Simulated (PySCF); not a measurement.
# SnC⁺: energy against distance

Set-up: PySCF, spin-free X2C with a Gaussian nucleus, basis sets Sn x2c-SVPall, C x2c-SVPall. Energies in eV from Sn⁺ + C in their ground configurations at the same level. All curves are PBE0. state 1: ⁴Σ⁻ (quartet), unpaired electrons σ ↑, π ↑↑; state 2: Ms = 0.5 determinant of mixed spin (⟨S²⟩ near 1.8), unpaired electrons σ ↑, π ↑↓, a mixture of terms (⟨Lz²⟩ = 2.0), a second solution, started from another occupation; state 3: Ms = 0.5 determinant of mixed spin (⟨S²⟩ near 1.8), unpaired electrons σ ↓, π ↑↑, a second solution, started from another occupation; state 4: ²Π (doublet), unpaired electrons π ↑, a second solution, started from another occupation.

```csv
R (Å),state 1,state 2,state 3,state 4
1.827,-1.822,-1.120,-1.153,0.689
1.913,-2.375,-1.677,-1.697,-0.184
1.998,-2.677,-1.986,-1.996,-0.769
2.061,-2.782,-2.098,-2.102,-1.066
2.125,-2.809,-2.134,-2.133,-1.268
2.189,-2.777,-2.111,-2.105,-1.394
2.274,-2.666,-2.014,-2.004,-1.473
2.380,-2.456,-1.823,-1.809,-1.465
2.507,-2.148,-1.542,-1.522,-1.356
2.678,-1.707,-1.168,-1.117,-1.120
```

Q: Put a parabola through the three lowest points of the state 1 curve and estimate Re, k and ωe (reduced mass 10.91 u; 1 eV/Å² = 0.16022 mdyn/Å; ωe = 1302.8·√(k/μ) cm⁻¹).

A: Through R = 2.061, 2.125, 2.189 Å the second-order coefficient is 7.20 eV/Å², so Re ≈ 2.122 Å, k ≈ 2.31 mdyn/Å and ωe ≈ 599 cm⁻¹. A polynomial fit of higher order to the unrounded PBE0 energies gives Re = 2.120 Å, k = 2.39 mdyn/Å, ωe = 610 cm⁻¹; anharmonicity and rounding make the difference.

The higher-order fit for each curve: state 1: Re = 2.120 Å, ωe = 610 cm⁻¹, De = 2.81 eV; state 2: Re = 2.129 Å, ωe = 592 cm⁻¹, minimum 2.13 eV below the ground-state fragments; state 3: Re = 2.124 Å, ωe = 595 cm⁻¹, minimum 2.13 eV below the ground-state fragments; state 4: Re = 2.317 Å, ωe = 471 cm⁻¹, minimum 1.48 eV below the ground-state fragments.

These are scalar-relativistic numbers at best; spin–orbit coupling would shift them, the dissociation energy most. For an ion De counts to the pair picked by the measured ionisation energies or electron affinities, which need not be the lowest pair at this level. The state was picked by a PBE0 search and need not be the measured ground state.
